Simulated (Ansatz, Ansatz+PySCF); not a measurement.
```yaml
atoms:
  - { symbol: Cl, position_ang: [0.0000, 0.0000, -2.0970] }
  - { symbol: Zn, position_ang: [0.0000, 0.0000, 0.0000] }
  - { symbol: Cl, position_ang: [0.0000, 0.0000, 2.0970] }
```

RHF on singlet ZnCl₂ was run in several spherical basis sets with Ansatz (development build ahead of 0.2.0).

Problem. Rank the basis sets by the total energy that they give, lowest first, with the distance from the lowest.
A. def2-TZVP
B. 6-31G(d)
C. def2-SVP
D. cc-pVTZ
E. cc-pVDZ

Solution. D (0.00 eV), E (0.84 eV), A (1.60 eV), B (11.94 eV), C (16.95 eV).

Totals follow the description of the cores as much as that of the bonds, so this order isn't one of quality for chemistry.
